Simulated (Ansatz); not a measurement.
This geometry of BrH + CH4F2Si (10 atoms, charge 0, multiplicity 1) is a first-order saddle point.

Method: RKS r2SCAN/def2-SVP in Ansatz.

```xyz
10
Properties=species:S:1:pos:R:3
Si -0.566 -0.670 -0.502
C 0.697 0.378 0.778
F 0.186 -0.998 -1.886
F -0.161 -2.016 0.333
H -2.016 -0.661 -0.289
H 0.015 0.994 -0.109
Br -1.022 1.739 -1.477
H 0.233 0.062 1.722
H 1.068 1.411 0.917
H 1.567 -0.240 0.514
```

**Question.** Which two structures does it join? (They come from a converged band through this point; their orientation in space is the band's.)

**Answer.** Bonds broken: Si1–C2, H6–Br7. Bonds formed: Si1–Br7, C2–H6. BrH + CH4F2Si becomes BrF2HSi + CH4.

Image 0:

```xyz
10
Properties=species:S:1:pos:R:3
Si -0.400 -0.963 -0.003
C 0.677 0.060 1.086
F -0.063 -0.605 -1.562
F -0.039 -2.530 0.165
H -1.860 -0.809 0.180
H -0.323 1.343 -2.077
Br -0.711 2.674 -1.729
H 0.494 -0.164 2.149
H 0.488 1.133 0.921
H 1.738 -0.140 0.870
```

Image 8:

```xyz
10
Properties=species:S:1:pos:R:3
Si -1.418 -0.944 -0.861
C 1.427 0.820 0.858
F 0.101 -1.077 -1.368
F -1.427 -1.216 0.725
H -2.254 -1.950 -1.536
H 1.090 1.428 0.008
Br -2.136 1.091 -1.245
H 0.561 0.348 1.341
H 1.945 1.461 1.583
H 2.110 0.040 0.496
```

**Question.** How far does it lie above each of them?

**Answer.** 1.66 eV above the first and 2.43 eV above the second. This is the barrier of this one path; another mechanism may lie lower. The orbitals stay closed-shell, which can raise the energy where a bond breaks towards radicals; this wasn't checked here.

Time of the run: 7.4 min on 4 threads of Arm Neoverse N1, on a shared host, peak memory 0.23 GiB.
